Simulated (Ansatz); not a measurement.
Ansatz (a quantum-chemistry and plane-wave program) input file for C₅H₁₂Si, SMILES C(C)C/C=C\[SiH3], PBE-D3(BJ)/def2-SVP. 

Ansatz 0.2 input:
```yaml
crystal:
  periodic: [false, false, false]
  atoms:
    - {symbol: C, position_ang: [-2.76365315, -0.95174064, 0.44867763]}
    - {symbol: C, position_ang: [-1.61677039, -0.91185935, -0.55401426]}
    - {symbol: C, position_ang: [-0.93764958, 0.46313635, -0.62923697]}
    - {symbol: C, position_ang: [-0.26930011, 0.82507277, 0.65753955]}
    - {symbol: C, position_ang: [1.03079341, 0.70482327, 0.89728586]}
    - {symbol: Si, position_ang: [2.33714437, 0.09316684, -0.31026650]}
    - {symbol: H, position_ang: [-2.39942075, -0.78552295, 1.45926402]}
    - {symbol: H, position_ang: [-3.25685914, -1.92099733, 0.42079588]}
    - {symbol: H, position_ang: [-3.50129285, -0.18606322, 0.21630048]}
    - {symbol: H, position_ang: [-0.86822719, -1.65918891, -0.28235925]}
    - {symbol: H, position_ang: [-1.99896745, -1.16571086, -1.54566186]}
    - {symbol: H, position_ang: [-1.69216229, 1.21590145, -0.87325099]}
    - {symbol: H, position_ang: [-0.19739259, 0.44287253, -1.43124594]}
    - {symbol: H, position_ang: [-0.93416111, 1.19008542, 1.43357072]}
    - {symbol: H, position_ang: [1.38314856, 0.98460253, 1.88374424]}
    - {symbol: H, position_ang: [3.61656189, 0.03606609, 0.40137062]}
    - {symbol: H, position_ang: [2.01060202, -1.24546299, -0.81280384]}
    - {symbol: H, position_ang: [2.45762883, 1.01248816, -1.44750376]}
basis:
  gaussian:
    orbitals: def2-SVP
hamiltonian:
  xc: pbe
  dispersion: d3bj
relax: {f_tol: 0.002, max_steps: 200}
```

Output:

```
[...]
1682 factors; their error is unknown
mean field: 0.55 GiB planned
mean field -13239.59295473 eV, -486.5460669678 hartree, gradient 2.1e-5 eV, S^2 0.000000; 0 other end points of the search recorded, 0 dependent functions left out
the calculation of the forces begins
reference -13239.59299688 eV, -486.5460685168 hartree; 28, 28 occupied and 120, 120 virtual orbitals, 1682 factors
relax step   7: F+E_penalty+E_count = -13240.01173212 eV  Δ(F+E_penalty+E_count) = -9.957e-5 eV  max|allowed force component| = 1.037e-2 eV/Å  Δτ_max = 0.0059 Å  (23 SCF iters, accepted)
these checks for a lower state are left out or cut short: starts, cluster_reference, orbital_swaps, neighbouring_geometries, increment
integrals: 0.10 GiB planned
1682 factors; their error is unknown
mean field: 0.55 GiB planned
mean field evaluation 64: about -13239.5937 eV, gradient 3.6e-1 eV
mean field -13239.59397760 eV, -486.5461045575 hartree, gradient 1.0e-5 eV, S^2 0.000000; 0 other end points of the search recorded, 0 dependent functions left out
the calculation of the forces begins
reference -13239.59401981 eV, -486.5461061087 hartree; 28, 28 occupied and 120, 120 virtual orbitals, 1682 factors
relax step   8: F+E_penalty+E_count = -13240.01201059 eV  Δ(F+E_penalty+E_count) = -2.785e-4 eV  max|allowed force component| = 3.829e-2 eV/Å  Δτ_max = 0.0323 Å  (31 SCF iters, accepted)
these checks for a lower state are left out or cut short: starts, cluster_reference, orbital_swaps, neighbouring_geometries, increment
integrals: 0.10 GiB planned
1682 factors; their error is unknown
mean field: 0.55 GiB planned
mean field -13239.59455647 eV, -486.5461258307 hartree, gradient 1.0e-5 eV, S^2 0.000000; 0 other end points of the search recorded, 0 dependent functions left out
the calculation of the forces begins
reference -13239.59459871 eV, -486.5461273830 hartree; 28, 28 occupied and 120, 120 virtual orbitals, 1682 factors
relax step   9: F+E_penalty+E_count = -13240.01213206 eV  Δ(F+E_penalty+E_count) = -1.215e-4 eV  max|allowed force component| = 3.757e-2 eV/Å  Δτ_max = 0.0212 Å  (31 SCF iters, accepted)
these checks for a lower state are left out or cut short: starts, cluster_reference, orbital_swaps, neighbouring_geometries, increment
integrals: 0.10 GiB planned
1682 factors; their error is unknown
mean field: 0.55 GiB planned
mean field -13239.59534407 eV, -486.5461547744 hartree, gradient 1.0e-5 eV, S^2 0.000000; 0 other end points of the search recorded, 0 dependent functions left out
the calculation of the forces begins
reference -13239.59538633 eV, -486.5461563275 hartree; 28, 28 occupied and 120, 120 virtual orbitals, 1682 factors
relax step  10: F+E_penalty+E_count = -13240.01226536 eV  Δ(F+E_penalty+E_count) = -1.333e-4 eV  max|allowed force component| = 1.570e-2 eV/Å  Δτ_max = 0.0312 Å  (31 SCF iters, accepted)
these checks for a lower state are left out or cut short: starts, cluster_reference, orbital_swaps, neighbouring_geometries, increment
integrals: 0.10 GiB planned
1682 factors; their error is unknown
mean field: 0.55 GiB planned
mean field -13239.59562834 eV, -486.5461652213 hartree, gradient 1.0e-5 eV, S^2 0.000000; 0 other end points of the search recorded, 0 dependent functions left out
the calculation of the forces begins
reference -13239.59567060 eV, -486.5461667745 hartree; 28, 28 occupied and 120, 120 virtual orbitals, 1682 factors
relax step  11: F+E_penalty+E_count = -13240.01231130 eV  Δ(F+E_penalty+E_count) = -4.593e-5 eV  max|allowed force component| = 5.719e-3 eV/Å  Δτ_max = 0.0134 Å  (31 SCF iters, accepted)
these checks for a lower state are left out or cut short: starts, cluster_reference, orbital_swaps, neighbouring_geometries, increment
integrals: 0.10 GiB planned
1682 factors; their error is unknown
mean field: 0.55 GiB planned
mean field evaluation 96: about -13239.5958 eV, gradient 1.0e-5 eV
mean field -13239.59580663 eV, -486.5461717734 hartree, gradient 1.0e-5 eV, S^2 0.000000; 0 other end points of the search recorded, 0 dependent functions left out
the calculation of the forces begins
reference -13239.59584889 eV, -486.5461733262 hartree; 28, 28 occupied and 120, 120 virtual orbitals, 1682 factors
relax step  12: F+E_penalty+E_count = -13240.01233964 eV  Δ(F+E_penalty+E_count) = -2.834e-5 eV  max|allowed force component| = 7.601e-3 eV/Å  Δτ_max = 0.0127 Å  (31 SCF iters, accepted)
these checks for a lower state are left out or cut short: starts, cluster_reference, orbital_swaps, neighbouring_geometries, increment
integrals: 0.10 GiB planned
1682 factors; their error is unknown
mean field: 0.55 GiB planned
mean field -13239.59584634 eV, -486.5461732327 hartree, gradient 2.2e-5 eV, S^2 0.000000; 0 other end points of the search recorded, 0 dependent functions left out
the calculation of the forces begins
reference -13239.59588859 eV, -486.5461747852 hartree; 28, 28 occupied and 120, 120 virtual orbitals, 1682 factors
relax step  13: F+E_penalty+E_count = -13240.01234705 eV  Δ(F+E_penalty+E_count) = -7.414e-6 eV  max|allowed force component| = 6.613e-3 eV/Å  Δτ_max = 0.0072 Å  (23 SCF iters, accepted)
these checks for a lower state are left out or cut short: starts, cluster_reference, orbital_swaps, neighbouring_geometries, increment
integrals: 0.10 GiB planned
1682 factors; their error is unknown
mean field: 0.55 GiB planned
mean field -13239.59580845 eV, -486.5461718403 hartree, gradient 1.7e-5 eV, S^2 0.000000; 0 other end points of the search recorded, 0 dependent functions left out
the calculation of the forces begins
reference -13239.59585070 eV, -486.5461733927 hartree; 28, 28 occupied and 120, 120 virtual orbitals, 1682 factors
relax step  14: F+E_penalty+E_count = -13240.01235575 eV  Δ(F+E_penalty+E_count) = -8.699e-6 eV  max|allowed force component| = 3.840e-3 eV/Å  Δτ_max = 0.0017 Å  (22 SCF iters, accepted)
these checks for a lower state are left out or cut short: starts, cluster_reference, orbital_swaps, neighbouring_geometries, increment
integrals: 0.10 GiB planned
1682 factors; their error is unknown
mean field: 0.55 GiB planned
mean field -13239.59580542 eV, -486.5461717289 hartree, gradient 1.8e-5 eV, S^2 0.000000; 0 other end points of the search recorded, 0 dependent functions left out
the calculation of the forces begins
reference -13239.59584766 eV, -486.5461732813 hartree; 28, 28 occupied and 120, 120 virtual orbitals, 1682 factors
relax step  15: F+E_penalty+E_count = -13240.01235749 eV  Δ(F+E_penalty+E_count) = -1.743e-6 eV  max|allowed force component| = 1.534e-3 eV/Å  Δτ_max = 0.0012 Å  (21 SCF iters, accepted)
these checks for a lower state are left out or cut short: starts, cluster_reference, orbital_swaps, neighbouring_geometries, increment
integrals: 0.10 GiB planned
1682 factors; their error is unknown
mean field: 0.55 GiB planned
mean field -13239.59581442 eV, -486.5461720596 hartree, gradient 1.6e-5 eV, S^2 0.000000; 0 other end points of the search recorded, 0 dependent functions left out
the calculation of the forces begins
reference -13239.59585666 eV, -486.5461736119 hartree; 28, 28 occupied and 120, 120 virtual orbitals, 1682 factors
relax step  16: F+E_penalty+E_count = -13240.01235856 eV  Δ(F+E_penalty+E_count) = -1.066e-6 eV  max|allowed force component| = 1.074e-3 eV/Å  Δτ_max = 0.0021 Å  (22 SCF iters, accepted)
these checks for a lower state are left out or cut short: starts, cluster_reference, orbital_swaps, neighbouring_geometries, increment
integrals: 0.10 GiB planned
1682 factors; their error is unknown
mean field: 0.55 GiB planned
mean field -13239.59582757 eV, -486.5461725429 hartree, gradient 1.4e-5 eV, S^2 0.000000; 0 other end points of the search recorded, 0 dependent functions left out
the calculation of the forces begins
reference -13239.59586981 eV, -486.5461740953 hartree; 28, 28 occupied and 120, 120 virtual orbitals, 1682 factors
relax step  17: F+E_penalty+E_count = -13240.01235927 eV  Δ(F+E_penalty+E_count) = -7.086e-7 eV  max|allowed force component| = 1.508e-3 eV/Å  Δτ_max = 0.0021 Å  (22 SCF iters, accepted)
these checks for a lower state are left out or cut short: starts, cluster_reference, orbital_swaps, neighbouring_geometries, increment
integrals: 0.10 GiB planned
1682 factors; their error is unknown
mean field: 0.55 GiB planned
mean field evaluation 128: about -13239.5958 eV, gradient 7.6e-2 eV
mean field -13239.59585248 eV, -486.5461734583 hartree, gradient 1.2e-5 eV, S^2 0.000000; 0 other end points of the search recorded, 0 dependent functions left out
the calculation of the forces begins
reference -13239.59589473 eV, -486.5461750108 hartree; 28, 28 occupied and 120, 120 virtual orbitals, 1682 factors
relax step  18: F+E_penalty+E_count = -13240.01236037 eV  Δ(F+E_penalty+E_count) = -1.100e-6 eV  max|allowed force component| = 2.029e-3 eV/Å  Δτ_max = 0.0039 Å  (23 SCF iters, accepted)
these checks for a lower state are left out or cut short: starts, cluster_reference, orbital_swaps, neighbouring_geometries, increment
integrals: 0.10 GiB planned
1682 factors; their error is unknown
mean field: 0.55 GiB planned
mean field -13239.59586736 eV, -486.5461740051 hartree, gradient 1.5e-5 eV, S^2 0.000000; 0 other end points of the search recorded, 0 dependent functions left out
the calculation of the forces begins
reference -13239.59590961 eV, -486.5461755577 hartree; 28, 28 occupied and 120, 120 virtual orbitals, 1682 factors
relax step  19: F+E_penalty+E_count = -13240.01236125 eV  Δ(F+E_penalty+E_count) = -8.840e-7 eV  max|allowed force component| = 1.629e-3 eV/Å  Δτ_max = 0.0042 Å  (23 SCF iters, accepted)
integrals: 0.10 GiB planned
1682 factors; their error is unknown
mean field: 0.55 GiB planned
mean field evaluation 160: about -13239.5959 eV, gradient 3.2e-5 eV
mean field -13239.59586736 eV, -486.5461740051 hartree, gradient 1.5e-5 eV, S^2 0.000000; 1 other end points of the search recorded, 0 dependent functions left out
the calculation of the forces begins
reference -13239.59590961 eV, -486.5461755577 hartree; 28, 28 occupied and 120, 120 virtual orbitals, 1682 factors
Total energy: -13240.01240350 eV, -486.5614814259 hartree
Atom 0 at    -2.864221    -0.927917     0.446423 Å, force     0.000117    -0.000044    -0.000150 eV/Å
Atom 1 at    -1.698309    -0.945175    -0.543729 Å, force     0.000534     0.001121     0.000409 eV/Å
Atom 2 at    -0.900647     0.375301    -0.618229 Å, force    -0.000853    -0.000593    -0.001212 eV/Å
Atom 3 at    -0.235372     0.759581     0.673830 Å, force     0.000476     0.000158     0.001629 eV/Å
Atom 4 at     1.094304     0.718463     0.921235 Å, force    -0.000359    -0.000982     0.000062 eV/Å
Atom 5 at     2.414104     0.186875    -0.312961 Å, force    -0.000134     0.000942     0.000006 eV/Å
Atom 6 at    -2.518553    -0.785314     1.490565 Å, force    -0.000005    -0.000074     0.000189 eV/Å
Atom 7 at    -3.430422    -1.880399     0.415487 Å, force    -0.000040    -0.000058    -0.000171 eV/Å
Atom 8 at    -3.577692    -0.108354     0.217030 Å, force     0.000054     0.000124     0.000085 eV/Å
Atom 9 at    -0.996377    -1.767387    -0.284914 Å, force    -0.000063    -0.000028    -0.000181 eV/Å
Atom 10 at    -2.080339    -1.175446    -1.561505 Å, force    -0.000005    -0.000387    -0.000035 eV/Å
Atom 11 at    -1.594265     1.191586    -0.924348 Å, force    -0.000202     0.000061     0.000267 eV/Å
Atom 12 at    -0.141681     0.293641    -1.426086 Å, force     0.000303    -0.000108     0.000193 eV/Å
Atom 13 at    -0.913910     1.083085     1.486383 Å, force    -0.000037     0.000179    -0.000704 eV/Å
Atom 14 at     1.436605     1.016924     1.928824 Å, force     0.000362    -0.000118    -0.000870 eV/Å
Atom 15 at     3.751332     0.170184     0.376260 Å, force    -0.000296    -0.000166    -0.000104 eV/Å
Atom 16 at     2.150898    -1.191753    -0.863724 Å, force     0.000051     0.000214     0.000463 eV/Å
Atom 17 at     2.504569     1.127776    -1.488335 Å, force     0.000096    -0.000242     0.000122 eV/Å
Dipole moment:    -0.256955     0.001256     0.039096 e Å
```

Self-consistency was reached.

Cost: about 2.8 core-minutes (a rough figure).
